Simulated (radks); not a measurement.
Q: The table gives one normalised radial function P(r) = r R(r) (large component) of Ir2+ in [Xe] 4f13 5d6 6s2 (r in bohr). Calculated with a radial shooting solver on a logarithmic mesh with Libxc functionals: Dirac Kohn-Sham, PBE, spin-unpolarised, spherical densities, point nucleus; open shells fill j = l - 1/2 first.

r          P
0.00184   0.0000
0.002474  0.0000
0.003352  0.0000
0.004507  0.0000
0.00606   0.0000
0.008147  0.0000
0.01095   0.0001
0.01485   0.0004
0.01996   0.0013
0.02683   0.0038
0.03608   0.0104
0.04851   0.0272
0.06574   0.0685
0.08838   0.1559
0.1188    0.3217
0.1598    0.5897
0.2165    0.9473
0.2911    1.2703
0.3914    1.4119
0.5262    1.2801
0.7075    0.9382
0.9588    0.5370
1.289     0.2379
1.733     0.0764
2.33      0.0165
3.133     0.0021
4.246     0.0001
5.708     0.0000
7.675     0.0000

Which n and l does it have? It may be an empty orbital.

A: n = 4, l = 3: the number of nodes gives n - l - 1 = 0, the rise at small r points to l (this Dirac orbital starts as r^gamma with gamma = sqrt((l + 1)^2 - (Z/c)^2) = 3.96; the j = 7/2 orbital of l + 1 starts with the same power, but with a smaller coefficient, and then steepens), and the extent must fit the shell. The curve is that of 4f7/2; the two j differ most near the nucleus, where j = l - 1/2 has the larger amplitude, and in heavy atoms j = l - 1/2 is also the more compact. 4f7/2: eigenvalue -96.292 eV, 0 radial nodes, <r> = 0.527 bohr, 90 % of the charge inside 0.849 bohr.
